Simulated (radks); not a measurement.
Problem. The mean radii <r> (bohr) of the occupied orbitals of an atom or ion are listed with their occupations. Calculated with a radial shooting solver on a logarithmic mesh with Libxc functionals: scalar-relativistic Kohn-Sham, revPBE, spin-unpolarised, spherical densities, finite nucleus; Fermi nuclear charge, rms radius of each element as measured or else 0.836 A^(1/3) + 0.57 fm.

| orbital | occ. | <r> |
|---|---|---|
| 1s | 2 | 0.05360 |

Name the element and its charge.

Solution. Z = 28, nickel, charge +26: Ni26+ in [He]. The 1s radius gives Z: for a bare nucleus <r> = (2 gamma + 1)/(2Z) with gamma = sqrt(1 - (Z/c)^2), 0.05282 bohr for Z = 28, and screening makes it slightly larger (0.05360 here). The occupations add up to 2, and the charge is Z minus that.
